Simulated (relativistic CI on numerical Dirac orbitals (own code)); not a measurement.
**Forbidden lines of Lu67+**

These numbers are calculated, not measured: Dirac-Coulomb-Breit CI, separate exchange-only KLI orbitals for each configuration, model QED, unscaled Slater integrals (own radial code, finite nucleus).

Configurations in the expansion (outside the closed core 1s2): 2s², 2s2p, 2p², 2p3s, 2p3p, 2s3s, 2s3p, 2s3d, 2s4s, 2s4p, 2s4d, 2s4f, 3s², 3s3p, 3p². Levels of other configurations are missing.

```tsv
λ vac (nm)	Lower	Upper	Type	A (s⁻¹)	log gf
0.12081	2s2p ³P°0 [2]	2s3p ³P°2 [19]	E2	5.58e+11	-3.21
0.12120	2s2p ³P°1 [3]	2s3p ³P°2 [19]	E2	8.87e+11	-3.01
0.13722	2s2p ³P°2 [5]	2s3p ³P°2 [19]	E2	8.70e+11	-2.91
0.13855	2s2p ¹P°1 [6]	2s3p ³P°2 [19]	E2	3.24e+11	-3.33
0.14295	2s2p ³P°2 [5]	2s3p ³P°0 [13]	E2	2.52e+12	-3.11
1.0381	2s2p ³P°1 [3]	2s2p ³P°2 [5]	M1	8.14e+09	-3.18
```

Terms are leading LS components. Brackets give the number of a level in order of energy, since labels repeat. The list gives strong lines, with weight on those to low levels, among the lowest 48 of 58 levels, so that lines to higher ones, which can be the strongest, are missing. Levels whose partners in the same complex of configurations lie outside the list can be far off, and so can their lines. Rates are taken at the computed energies, electric ones in the length gauge.

At this charge energies of transitions that change n are usually good to better than 1 %, and those within a shell (Δn = 0) to a few per cent.

LS names give the leading component of a level, which can be under half, so a name can repeat, a term be missing and a line seem to break the LS rules.
